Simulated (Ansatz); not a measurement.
Consider the formal exchange of groups at the Si–C bond: `O=C([SiH3])C(F)F` + `C[SiH]1CO[SiH2]1` → `[SiH3][SiH]1CO[SiH2]1` + `CC(=O)C(F)F`.

Isolated molecules relaxed with PBE0-D4/def2-TZVP in Ansatz; ΔE leaves out vibrations. CBS: MP2 limit from def2 TZ/QZ plus the TZ coupled-cluster correction, frozen cores. Functionals use def2-TZVPP. B3LYP here is the variant with VWN-RPA as its local correlation; programs differ in this. Each species was taken in one conformer, which may not be the lowest.

`O=C([SiH3])C(F)F`:

```xyz
10

O    -0.788   -0.669    1.647
C    -0.304   -0.348    0.593
Si    0.242    1.484    0.263
C    -0.127   -1.400   -0.507
F    -0.767   -0.967   -1.619
F     1.191   -1.497   -0.797
H    -0.999    2.295    0.287
H     1.129    1.860    1.388
H     0.937    1.624   -1.037
H    -0.514   -2.381   -0.217
```

`C[SiH]1CO[SiH2]1`:

Z-matrix (Å, degrees):
```
C
Si 1 1.871
H 1 1.092 2 110.8
H 1 1.092 2 110.7 3 -120.0
H 1 1.093 2 110.8 3 120.3
C 2 1.928 1 115.9 3 -48.4
Si 2 2.325 1 121.7 3 35.1
H 2 1.491 1 110.1 3 -179.0
O 6 1.446 2 101.3 1 116.4
H 6 1.095 2 114.1 1 -1.0
H 6 1.094 2 114.5 1 -125.8
H 7 1.492 2 120.9 1 0.8
H 7 1.490 2 121.6 1 140.8
```

`[SiH3][SiH]1CO[SiH2]1`:

Z-matrix (Å, degrees):
```
Si
Si 1 2.334
H 1 1.489 2 111.3
H 1 1.488 2 110.3 3 120.7
H 1 1.488 2 109.0 3 -119.8
C 2 1.936 1 115.0 3 73.5
Si 2 2.324 1 119.2 3 155.2
H 2 1.491 1 111.3 3 -58.9
O 6 1.443 2 101.3 1 110.4
H 6 1.094 2 113.2 1 -131.9
H 6 1.094 2 114.8 1 -7.2
H 7 1.489 2 121.2 1 4.5
H 7 1.490 2 120.1 1 143.7
```

`CC(=O)C(F)F`:

Z-matrix (Å, degrees):
```
C
C 1 1.494
H 1 1.093 2 109.7
H 1 1.093 2 109.7 3 -117.1
H 1 1.088 2 109.9 3 121.4
O 2 1.201 1 125.0 3 -121.5
C 2 1.534 1 116.3 3 58.4
F 7 1.355 2 109.4 1 -59.7
F 7 1.355 2 109.5 1 58.1
H 7 1.093 2 111.3 1 179.3
```

| level | ΔE (kcal/mol) | difference from CCSD(T)/CBS |
| --- | --- | --- |
| PBE-D4 | -6.6 | -2.2 |
| r2SCAN-D4 | -5.7 | -1.3 |
| PBE0-D4 | -7.1 | -2.7 |
| B3LYP-D4 | -4.4 | 0.0 |
| ωB97X-V | -5.1 | -0.7 |
| ωB97M-V | -3.4 | 1.0 |
| B2PLYP | -4.0 | 0.4 |
| PBE | -6.5 | -2.1 |
| r2SCAN | -5.7 | -1.3 |
| PBE0 | -7.0 | -2.6 |
| B3LYP | -4.3 | 0.1 |
| HF/def2-TZVPP | -4.4 | 0.0 |
| MP2/def2-TZVPP | -3.8 | 0.6 |
| SCS-MP2/def2-TZVPP | -3.4 | 1.0 |
| CCSD/def2-TZVPP | -4.6 | -0.2 |
| CCSD(T)/def2-TZVPP | -4.7 | -0.3 |
| HF/def2-QZVPP | -4.3 | 0.1 |
| MP2/def2-QZVPP | -3.6 | 0.8 |
| SCS-MP2/def2-QZVPP | -3.2 | 1.2 |
| HF/CBS(def2) | -4.2 | 0.2 |
| MP2/CBS(def2) | -3.6 | 0.8 |
| CCSD/CBS(def2) | -4.4 | 0.0 |
| CCSD(T)/CBS | -4.4 | 0 |

Largest T1 diagnostic among the species: 0.014.
